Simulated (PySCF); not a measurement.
B(NCO)2(OH) (C₂HBN₂O₃), SMILES O=C=NB(O)N=C=O.

Geometry: r2SCAN-D4/def2-SVP. Other conformers were not sampled.

Two levels are set side by side: TDA-PBE/def2-SVPD (PySCF) and TDA-PBE0/def2-SVPD (PySCF). Vertical, same geometry. The lowest singlet is HOMO→LUMO 100 % with PBE and HOMO→LUMO 97 % with the other functional; states are paired by order. Differences are taken from unrounded values.

```tsv
quantity	TDA-PBE
lowest singlet excitation (eV)	5.55
lowest triplet excitation (TDA) (eV)	5.38
first bright state (f over 0.05) (eV)	6.22
its oscillator strength	0.19
```

Task: These are the TDA-PBE values. What does TDA-PBE0 give? (The exact figures need the calculation; the answer reports its results.)

Result: 
| quantity | TDA-PBE0 | TDA-PBE minus TDA-PBE0 |
|---|---|---|
| lowest singlet excitation (eV) | 6.19 | -0.64 |
| lowest triplet excitation (TDA) (eV) | 5.85 | -0.47 |
| first bright state (f over 0.05) (eV) | 6.82 | -0.60 |
| its oscillator strength | 0.21 | -0.02 |

Functionals without exact exchange tend to place singlet excitations lower, as here. Differences between two approximate levels are no errors against the true value.

Rough cost on one machine, each run with all the roots and properties that it gave: TDA-PBE0 against TDA-PBE about 2 times.
